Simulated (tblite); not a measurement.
Compound: C7H8FO (doublet state).
Cartesian coordinates in Å at the GFN2-xTB level; atoms count from 1:
```xyz
17
C7H8FO angstrom
C     -1.647    1.719    1.402
C     -0.602    1.278    0.779
C     -0.436    0.013    0.023
C     -1.567   -0.663   -0.592
C     -2.754   -0.123   -0.840
C      0.791   -0.517   -0.093
O      1.902    0.070    0.470
C      3.110   -0.455    0.108
F      3.417   -0.142   -1.196
H     -2.647    1.449    1.644
H      0.324    1.846    0.816
H     -1.376   -1.688   -0.888
H     -3.540   -0.688   -1.310
H     -2.972    0.902   -0.599
H      0.970   -1.437   -0.638
H      3.142   -1.556    0.167
H      3.879    0.004    0.738
```

Calculated harmonic vibrations of the isolated species, GFN2-xTB (tblite), most abundant isotopes, no scaling. This tight-binding method is rough: wavenumbers can miss measured ones by several per cent, in bad cases by 10 to 20. One conformer, not necessarily the lowest. Open shells enter through the occupations alone, without spin polarisation, and single modes of such species can be off by tens of per cent.

Harmonic wavenumbers (cm⁻¹): 33.7, 63.0, 94.4, 124.9, 155.4, 208.4, 247.1, 325.6, 346.7, 406.6, 447.6, 526.5, 596.7, 623.6, 676.3, 738.7, 781.4, 814.8, 885.5, 912.6, 958.0, 1003.3, 1004.6, 1012.7, 1098.2, 1153.6, 1190.7, 1233.8, 1255.7, 1287.9, 1322.3, 1327.1, 1399.6, 1424.3, 1631.1, 1671.5, 1695.2, 2867.2, 2963.9, 2974.3, 3020.3, 3037.6, 3111.3, 3139.8, 3202.4.

A = 3441, B = 799.8, C = 688.7 MHz; mass 127.056 u (most abundant isotopes); point group C1, symmetry number 1; spin multiplicity 2.

Q: What is the zero-point energy?

A: Half the sum of the wavenumbers: 27498 cm⁻¹ = 328.95 kJ/mol.

Q: Entropy at 400 K, 1 bar (ideal gas, RRHO, classical rotation)?

A: Translation 175.38, rotation 127.17, vibration 170.43, spin (R ln 2) 5.76: S = 478.7 J/(mol K).

Q: And Cp and H(400 K) − H(0)?

A: Cp = 195.87 J/(mol K), of which vibrations give 162.61 (their classical limit is 45 R = 374.2); H(400 K) − H(0) = 47.43 kJ/mol without the zero-point energy, 34.13 from vibrations.

Q: Which modes carry the vibrational entropy at 400 K?

A: 33.7 cm⁻¹: 25.86; 63.0 cm⁻¹: 20.68; 94.4 cm⁻¹: 17.33; 124.9 cm⁻¹: 15.04; 155.4 cm⁻¹: 13.26; 208.4 cm⁻¹: 10.90 J/(mol K); the other 39 give 67.36 together.

Q: Blend soft modes into free rotors: weight 1/[1 + (100 cm⁻¹/ν̃)⁴] for the oscillator and the rest for a rotor with moment μB/(μ + B), μ = h/(8π²ν), B = 10⁻⁴⁴ kg m². What vibrational entropy results?

A: 154.23 J/(mol K) in place of 170.43, which changes −T·S at 400 K by +6.48 kJ/mol.

Hindered rotation and anharmonicity are outside this model. Other conformers, if any are populated, would add a mixing term that is left out. The structure is chiral; the term R ln 2 for an equal mix with its mirror image is left out.
